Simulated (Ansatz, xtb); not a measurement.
**Relative energy of two isomers of C5H6O2Se**

Structure a: `O=C(O)[C@@H]1C=C[Se]C1`, a singlet. Structure b: `O=C(O)[C@@H]1CC=C[Se]1`, a singlet. Both are isolated molecules in the gas phase, relaxed with PBE-D3(BJ)/def2-SVP, each in the lowest conformer that the search found.

Problem. Which of the two would you expect CCSD(T)/def2-SVP + ΔMP2/def2-TZVPP electronic energies to favour?

Solution. Too close to call at this level: CCSD(T)/def2-SVP + ΔMP2/def2-TZVPP gives E(b) − E(a) = −0.39 kcal/mol.

The same difference at several levels:

| level | geometry | E(b) − E(a) (kcal/mol) | departure from the last row (kcal/mol) | job, with rough time for the two |
| --- | --- | --- | --- | --- |
| PBE-D3(BJ)/def2-SVP | PBE-D3(BJ)/def2-SVP | −0.50 | −0.10 | optimisation, 63 s |
| HF/def2-SVP | PBE-D3(BJ)/def2-SVP | −0.39 | 0.00 | part of the CCSD(T) run |
| MP2/def2-SVP | PBE-D3(BJ)/def2-SVP | −0.38 | +0.02 | part of the CCSD(T) run |
| CCSD(T)/def2-SVP | PBE-D3(BJ)/def2-SVP | −0.42 | −0.03 | single point |
| CCSD(T)/def2-SVP + ΔMP2/def2-TZVPP | PBE-D3(BJ)/def2-SVP | −0.39 |  | single point, 2.1 min |

As drawn, both hold the same kinds of bond in the same numbers.

The largest departure from CCSD(T)/def2-SVP + ΔMP2/def2-TZVPP is that of PBE-D3(BJ)/def2-SVP, 0.10 kcal/mol. Levels run at GFN2-xTB geometries aren't shown. The last row adds to CCSD(T) the change of the MP2 difference between the two basis sets, here +0.03 kcal/mol.

With thermal terms from frequencies at re-optimised GFN2-xTB minima (ideal gas, soft modes damped towards free rotors, one conformer each, 298.15 K, 1 atm): the zero-point term adds −0.02 kcal/mol; ΔH is −0.35 and ΔG −0.44 kcal/mol.

The correlated steps freeze 16 core orbitals; the filled d shell of Se is correlated, in a basis made for valence electrons. Codes used: Ansatz 0.2.0, xtb 6.7.1; the last row on 4 threads of Intel(R) Xeon(R) Platinum 8259CL CPU @ 2.50GHz (Skylake/Cascade Lake) on a shared host.
